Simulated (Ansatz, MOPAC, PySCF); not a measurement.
The same groups moved round the core (propene ethynyl). All species are isolated molecules in the gas phase. One relaxed conformer stands for each flexible species; it need not be the lowest. Strings in code marks are SMILES.

Quantity: electronic energy of isomers of C5H6 relative to `C#C/C=C\C`, in kJ/mol. The restricted reference of `C#C/C=C/C` and `C#C/C=C\C` is unstable towards unrestricted orbitals. Semi-empirical values (MOPAC) are differences of heats of formation.

Level 1: frozen-core CCSD(T)/cc-pVTZ // PBE0-D3(BJ)/def2-TZVP (Ansatz, a program for electronic structure)
Level 2: PBE-D3(BJ)/def2-TZVP // PBE0-D3(BJ)/def2-TZVP (PySCF)
Level 3: HF/cc-pVTZ // PBE0-D3(BJ)/def2-TZVP (Ansatz)
Level 4: AM1 // PBE0-D3(BJ)/def2-TZVP (MOPAC)

| species | level 1 | level 2 | level 3 | level 4 |
|---|---|---|---|---|
| `C#CCC=C` | 23.19 | 33.51 | 17.48 | 16.90 |
| `C#C/C=C/C` | 1.48 | 1.77 | -0.96 | -2.30 |
